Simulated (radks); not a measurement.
Task: The phosphorus anion P3-, [Ar], held by a Watson sphere: a shell of charge +3 at radius R that stands for the Madelung well of a crystal (potential energy -3/R inside, -3/r outside, in hartree with lengths in bohr). Calculated with a radial shooting solver on a logarithmic mesh with Libxc functionals: scalar-relativistic Kohn-Sham, r2SCAN, spin-unpolarised, spherical densities, finite nucleus; meta-GGA in the generalised Kohn-Sham scheme; Fermi nuclear charge, rms radius of each element as measured or else 0.836 A^(1/3) + 0.57 fm.

R (bohr)  e(2p) (eV)  e(3s) (eV)  e(3p) (eV)  <r> 3p (bohr)  sum of <r^2> (bohr^2)  X-ray form factor at sin(theta)/lambda = 0.3 1/angstrom
1.93         -123.55     -17.732      -8.621          2.201                  44.61                                                    8.500
1.96         -123.49     -17.610      -8.559          2.214                  45.06                                                    8.492
2.12         -123.25     -16.971      -8.218          2.279                  47.47                                                    8.458
3.95         -123.01     -12.056      -4.624          2.988                  78.05                                                    8.540
4.14         -122.95     -11.774      -4.354          3.057                  81.53                                                    8.547
4.15         -122.95     -11.760      -4.340          3.061                  81.72                                                    8.548
4.46         -122.85     -11.369      -3.945          3.173                  87.60                                                    8.556
4.61         -122.80     -11.205      -3.772          3.226                  90.54                                                    8.558

Estimate the row for R = 2.05 bohr.

Result: e(2p) (eV) -123.33; e(3s) (eV) -17.247; e(3p) (eV) -8.369; <r> 3p (bohr) 2.251; sum of <r^2> (bohr^2) 46.40; X-ray form factor at sin(theta)/lambda = 0.3 1/angstrom 8.470.
